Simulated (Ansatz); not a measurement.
Cd3F4⁺. Charge 1, multiplicity 2. Geometry r2SCAN-D4/def2-SVP; atoms count from 1.

```xyz
7

Cd   -1.899    0.415    0.755
Cd    0.514   -2.020   -0.047
Cd    0.870    1.008   -0.445
F     2.029   -0.637   -0.791
F    -0.881   -0.553   -0.973
F     0.095   -0.358    1.374
F    -0.728    2.145    0.125
```

In the def2 sets Cd takes a core potential; there is no spin–orbit coupling. Another isomer (doublet) lies 0.10 eV lower at PBE0-D4/def2-TZVP; other spin states weren't run for this one.

(1) Estimate the Mulliken populations from the PBE0/def2-TZVP orbitals of Ansatz.

(2) Where does the spin sit?

(3) And the Mayer bond orders between bonded heavy atoms (over 0.3)?

Answers

(1) 
| atom | charge (e) | spin (α − β) | d electrons |
| --- | --- | --- | --- |
| Cd1 | 1.01 | 0.47 | 10.03 |
| Cd2 | 1.01 | 0.47 | 10.03 |
| Cd3 | 1.18 | 0.06 | 10.04 |
| F4 | -0.54 | 0.01 | – |
| F5 | -0.56 | 0.00 | – |
| F6 | -0.56 | 0.00 | – |
| F7 | -0.54 | 0.01 | – |
Mulliken values and Mayer orders depend strongly on the basis.

(2) Summed by element: Cd 0.99, F 0.01, of 1 unpaired in all. Largest on single atoms: Cd1 0.47, Cd2 0.47, Cd3 0.06.

(3) Cd3–F4 0.44 (2.04 Å); Cd3–F7 0.45 (2.04 Å). Values over 0.3 also appear between atoms too far apart for a bond (Cd1–Cd2 0.38 at 3.52 Å); they arise where an orbital or an unpaired electron spreads over both atoms.
